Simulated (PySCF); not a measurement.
Cl5W (SMILES [Cl][W]([Cl])([Cl])([Cl])[Cl]), doublet, at a GFN2-xTB geometry (such geometries of metal compounds can be far from the true shape) (core potentials on W); DF-HF/def2-SVP (PySCF).

Here is a job for PySCF.
```python
from pyscf import gto, scf

mol = gto.M(
    atom='''
W    -0.000000    0.000000   -0.000000
Cl    1.845527   -0.408177   -1.167973
Cl    0.962335   -0.981487    1.863601
Cl   -0.962335    0.981487   -1.863601
Cl   -1.635958   -1.502506    0.053472
Cl   -0.209570    1.910682    1.114501
''',
    basis='def2-svp',
    ecp={'W': 'def2-svp'},
    charge=0,
    spin=1,
    verbose=4,
)

mf = scf.UHF(mol)
mf.conv_tol = 1e-6
mf = mf.density_fit(auxbasis='def2-universal-jkfit')
mf.kernel()
```

The log (banner, timings and long lists left out):

```
PySCF version 2.14.0

[INPUT] verbose = 4
[INPUT] num. atoms = 6
[INPUT] num. electrons = 99
[INPUT] charge = 0
[INPUT] spin (= nelec alpha-beta = 2S) = 1
[INPUT] symmetry False subgroup None
[INPUT] Mole.unit = angstrom
[INPUT] Symbol           X                Y                Z      unit          X                Y                Z       unit  Magmom
[INPUT]  1 W      0.000000000000   0.000000000000   0.000000000000 AA    0.000000000000   0.000000000000   0.000000000000 Bohr   0.0
[INPUT]  2 Cl     1.845527000000  -0.408177000000  -1.167973000000 AA    3.487540585490  -0.771342740347  -2.207149090887 Bohr   0.0
[INPUT]  3 Cl     0.962335000000  -0.981487000000   1.863601000000 AA    1.818549590083  -1.854741624821   3.521695495466 Bohr   0.0
[INPUT]  4 Cl    -0.962335000000   0.981487000000  -1.863601000000 AA   -1.818549590083   1.854741624821  -3.521695495466 Bohr   0.0
[INPUT]  5 Cl    -1.635958000000  -1.502506000000   0.053472000000 AA   -3.091512571291  -2.839324840516   0.101047435333 Bohr   0.0
[INPUT]  6 Cl    -0.209570000000   1.910682000000   1.114501000000 AA   -0.396029903925   3.610665691136   2.106101655554 Bohr   0.0

nuclear repulsion = 716.987207455551
number of shells = 52
number of NR pGTOs = 237
number of NR cGTOs = 122
basis = def2-svp
ecp = {'W': 'def2-svp'}

******** <class 'pyscf.df.df_jk.DFUHF'> ********
method = DFUHF
initial guess = minao
damping factor = 0
level_shift factor = 0
DIIS = <class 'pyscf.scf.diis.CDIIS'>
diis_start_cycle = 1
diis_space = 8
diis_damp = 0
SCF conv_tol = 1e-06
SCF conv_tol_grad = None
SCF max_cycles = 50
direct_scf = False
number electrons alpha = 50  beta = 49
Set gradient conv threshold to 0.001
******** <class 'pyscf.df.df.DF'> ********
auxbasis = def2-universal-jkfit
init E= -2350.40829659797

cycle= 1 E= -2363.16868368596  delta_E= -12.8  |g|= 0.654  |ddm|= 5.45
cycle= 2 E= -2363.09295227115  delta_E= 0.0757  |g|= 0.696  |ddm|= 1.31
cycle= 3 E= -2363.32570692793  delta_E= -0.233  |g|= 0.121  |ddm|= 0.72
cycle= 4 E= -2363.33363087087  delta_E= -0.00792  |g|= 0.0199  |ddm|= 0.169
cycle= 5 E= -2363.33419395704  delta_E= -0.000563  |g|= 0.00777  |ddm|= 0.0493
cycle= 6 E= -2363.33432403476  delta_E= -0.00013  |g|= 0.00362  |ddm|= 0.0223
cycle= 7 E= -2363.33436647542  delta_E= -4.24e-05  |g|= 0.00174  |ddm|= 0.014
cycle= 8 E= -2363.334375461  delta_E= -8.99e-06  |g|= 0.000851  |ddm|= 0.00681
cycle= 9 E= -2363.33437823481  delta_E= -2.77e-06  |g|= 0.000359  |ddm|= 0.00431
cycle= 10 E= -2363.33437865775  delta_E= -4.23e-07  |g|= 0.000127  |ddm|= 0.00173
Extra cycle  E= -2363.3343786864  delta_E= -2.86e-08  |g|= 7.7e-05  |ddm|= 0.000263
converged SCF energy = -2363.3343786864  <S^2> = 0.762435  2S+1 = 2.0123966
```
